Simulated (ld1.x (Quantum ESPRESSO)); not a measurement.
# osmium: one change to a TM potential, before and after

ld1.x (Quantum ESPRESSO) 7.5 input, shortened:

```
&input
   title='Os', zed=76., rel=1, dft='PBE', iswitch=3,
   config='[Xe] 4f14 5d5 6s0 6p0'
 /
 &inputp
   pseudotype=2, tm=.true., lloc=0,
   nlcc=.true., rcore=0.75
 /
3
5P  2  1   6.00   0.00  1.80  1.80  0.0
5D  3  2   5.00   0.00  2.05  2.05  0.0
5S  1  0   2.00   0.00  1.40  1.40  0.0
 &test
   configts(1)='5s2 5p6 5d5 6s0 6p0'
 /
```

Change: reference 5s2 5p6 5d6 6s1.5 6p0.5 (6p, 6s counted twice).

Cutoffs: the cutoffs (Ry, on a coarse ladder) from which the occupation-weighted sum of valence levels, in a spherical-Bessel basis at the reference potential, stays within 10 and 1 mRy of its value at 400 Ry; they do not see the model core or the augmentation charge, which bear on the density cutoff. Errors are all-electron minus pseudo energies relative to the spin-unpolarised reference configuration.

What does the change do?

The potential gets neither clearly harder nor softer (80 Ry and 140 Ry → 80 Ry and 140 Ry); the miss of the reference levels goes from 0.00 to 0.94 eV; the range in which the s phases agree widens (upper end -3.6 → -1.5); the range in which the p phases agree widens (upper end -1.6 → 0.5); neither file shows a bound ghost at the reference potential, the only one tested. In the changed file ld1.x takes every shell without a wave as core, so the model core holds the 6p, 6s electrons as well and exchange and correlation see them twice. This cancels in the reference configuration, but the file is broken for other ones, and its errors say nothing about a proper core correction.

| quantity | base | changed |
| --- | --- | --- |
| cutoff, loose | 80 Ry | 80 Ry |
| cutoff, tight | 140 Ry | 140 Ry |
| bound ghosts | none | none |
| largest miss of a reference level, eV | 0.00 | 0.94 |
| largest error over its own tests, meV | +2604 | -3430 |
| s: phases at 2.25 bohr within 0.05 rad from the reference energy up to (Ry; the scan ends near 5) | -3.6 | -1.5 |
| p: phases at 2.25 bohr within 0.05 rad from the reference energy up to (Ry; the scan ends near 5) | -1.6 | 0.5 |
| d: phases at 2.25 bohr within 0.05 rad from the reference energy up to (Ry; the scan ends near 5) | 2.1 | 4.2 |

Changed file: These tests converged, but a pseudo level misses the all-electron one widely, so the file describes the atom poorly there or has found another state: 5s2 5p6 5d6 6s0 6p0: empty 6s by 2.1 eV.
